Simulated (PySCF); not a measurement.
# Hartree-Fock beside MP2: CGeH4Si

These are calculations, not measurements. They come from PySCF 2.14.0, an open-source quantum chemistry program, on an isolated molecule that a program drew, which may never have been made. The molecule is CGeH4Si (charge 0, singlet), drawn as the SMILES string `[SiH][CH]=[GeH2]`.

The geometry was optimised and harmonic frequencies were computed with HF and MP2, all in the cc-pV(D+d)Z basis, for the commonest isotopes, with a restricted reference for singlets and an unrestricted one otherwise, and a frozen core in MP2. Germanium has the cc-pVDZ-PP basis, with a core potential (ECP10MDF) in place of its 10 inner electrons, and its 3s, 3p and 3d shells are frozen in MP2. Each result is a local minimum of its method.

Geometry at the HF minimum:
```xyz
7
CGeH4Si, angstrom
Si   -1.3387   -1.4937    1.8953
C    -0.2590   -1.0607    0.4663
Ge   -0.7890   -1.2005   -1.2320
H    -2.5558   -1.9084    1.0736
H     0.7536   -0.6999    0.6294
H    -2.1710   -1.6878   -1.6278
H     0.0723   -0.8523   -2.4463
```

Lengths of the bonds as drawn, in Å (atoms numbered as above):
```
  bond     HF    MP2
Si1-C2  1.843  1.856
C2-Ge3  1.785  1.815
Si1-H4  1.526  1.530
 C2-H5  1.087  1.101
Ge3-H6  1.518  1.526
Ge3-H7  1.529  1.540
```

Rotational constants, in GHz:
```
constant,HF,MP2
A,30.42,28.88
B,2.284,2.282
C,2.125,2.114
```

Harmonic frequencies in cm^-1, each column in rising order, so a row needn't be the same motion in every method:
| rank | HF | MP2 |
|---|---|---|
| 1 | 169 | 83 |
| 2 | 208 | 200 |
| 3 | 453 | 445 |
| 4 | 541 | 504 |
| 5 | 599 | 534 |
| 6 | 690 | ? |
| 7 | 873 | 817 |
| 8 | 928 | 868 |
| 9 | 942 | 887 |
| 10 | 961 | 900 |
| 11 | 1217 | 1112 |
| 12 | 2074 | 2049 |
| 13 | 2238 | 2162 |
| 14 | 2297 | 2237 |
| 15 | 3307 | 3191 |

**Estimate the missing MP2 frequency from the HF column.**

A single factor s that minimises the squared misfit of MP2 against s times HF over the other rows is sum(HF x MP2) / sum(HF^2) = 0.9629, with an rms misfit of 36 cm^-1. For rank 6 it gives 0.9629 x 690 = 664 cm^-1. The calculation gives 650 cm^-1, 14 cm^-1 below the estimate. The drawn bonds are on average 0.9 % longer in MP2 than in HF.
